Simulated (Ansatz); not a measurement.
`C[Si]1(N)CO1` + HBr → `C[Si]1(Br)CO1` + NH₃ at 500 K and 1 bar (ligand exchange at the Si–N bond).

Isolated molecules relaxed with PBE0-D4/def2-TZVP in Ansatz; ΔE leaves out vibrations. CCSD(T)/CBS adds triple-zeta CCSD(T) − MP2 to the extrapolated MP2 energy (def2 sets, frozen cores). This one scheme is used for every species. For Br outer-core shells are correlated without core-valence functions, which leaves a few kJ/mol of doubt a bond. Scalar relativity is left out up to krypton. Each species was taken in one conformer, which may not be the lowest.

```
        species  CCSD(T)/CBS energy (Eh)  H − E (kJ/mol)  S (J/(mol·K))
 `C[Si]1(N)CO1`               -499.31155           296.1          414.8
            HBr              -2573.91920            30.5          213.7
`C[Si]1(Br)CO1`              -3016.73548           226.6          410.5
            NH₃                -56.50880           108.2          211.8
```

H − E and S are ideal-gas, rigid-rotor, harmonic terms from PBE0-D4/def2-TZVP, for one conformer and one mirror image of each species. 1 Eh = 2625.50 kJ/mol, R = 8.31446 J/(mol·K).

Problem. By hand: ΔE, ΔH, ΔS and ΔG.

Solution. ΔE = (-3016.73548) + (-56.50880) − (-499.31155) − (-2573.91920) = -0.01353 Eh = -35.5 kJ/mol. Δ(H − E) = 226.6 + 108.2 − 296.1 − 30.5 = 8.2, so ΔH = -27.3 kJ/mol. ΔS = 410.5 + 211.8 − 414.8 − 213.7 = -6.2 J/(mol·K). ΔG = -27.3 − 500 × (-6.2)/1000 = -24.2 kJ/mol.

Problem. By hand: the equilibrium constant, and the temperature at which ΔG would vanish if ΔH and ΔS stayed fixed.

Solution. log₁₀ K = −ΔG/(RT ln 10) = 2.5. ΔG = 0 at ΔH/ΔS = 4403 K, far beyond where these terms or the molecules hold.

The number of gas molecules stays the same, so ΔS is small and ΔH decides. A doubt of 5 kJ/mol in ΔE shifts log₁₀ K by 0.5 here. Other conformers and mirror images would add mixing entropy, several J/(mol·K) or more a flexible species. These are equilibria of isolated gas molecules and say nothing of rates. Largest T1 diagnostic: 0.012 (customary marks: 0.02 for closed shells, 0.045 for open ones).
